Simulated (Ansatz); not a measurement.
Isolated molecules relaxed with PBE0-D4/def2-TZVP in Ansatz; ΔE leaves out vibrations. CBS: MP2 limit from def2 TZ/QZ plus the TZ coupled-cluster correction, frozen cores. DFT in def2-TZVPP. B3LYP here is the variant with VWN-RPA as its local correlation; programs differ in this. For Se, Ti outer-core shells are correlated without core-valence functions, which leaves a few kJ/mol of doubt a bond. Scalar relativity is left out up to krypton. Each species was taken in one conformer, which may not be the lowest.

Consider the redistribution: `C[O][AlH][F]` + `[F][Ti]([F])([F])[SeH]` → `C[O][AlH][SeH]` + `[F][Ti]([F])([F])[F]`.

Q: Is it downhill or uphill in electronic energy at CCSD(T)/CBS, and by how much? (Best estimate.)

A: Computed: Nearly level: ΔE = +0.01 eV.

Q: What do these levels give: PBE-D4, r2SCAN-D4, ωB97X-V, B2PLYP, PBE, B3LYP, HF/def2-TZVPP, CCSD/def2-TZVPP, MP2/def2-QZVPP, SCS-MP2/def2-QZVPP, MP2/CBS(def2), CCSD/CBS(def2)? (An estimate is asked.)

A: Ansatz gave: PBE-D4 -0.11, r2SCAN-D4 -0.08, ωB97X-V -0.16, B2PLYP 0.02, PBE -0.11, B3LYP -0.01, HF/def2-TZVPP -0.14, CCSD/def2-TZVPP -0.08, MP2/def2-QZVPP 0.06, SCS-MP2/def2-QZVPP 0.03, MP2/CBS(def2) 0.07, CCSD/CBS(def2) -0.03 eV.

Largest T1 diagnostic among the species: 0.023, so the coupled-cluster value is less sure than usual.

In def2-TZVPP, CCSD(T) changes the Hartree–Fock value by +0.11 eV (the triples alone add +0.05 eV) and MP2 by +0.17 eV.
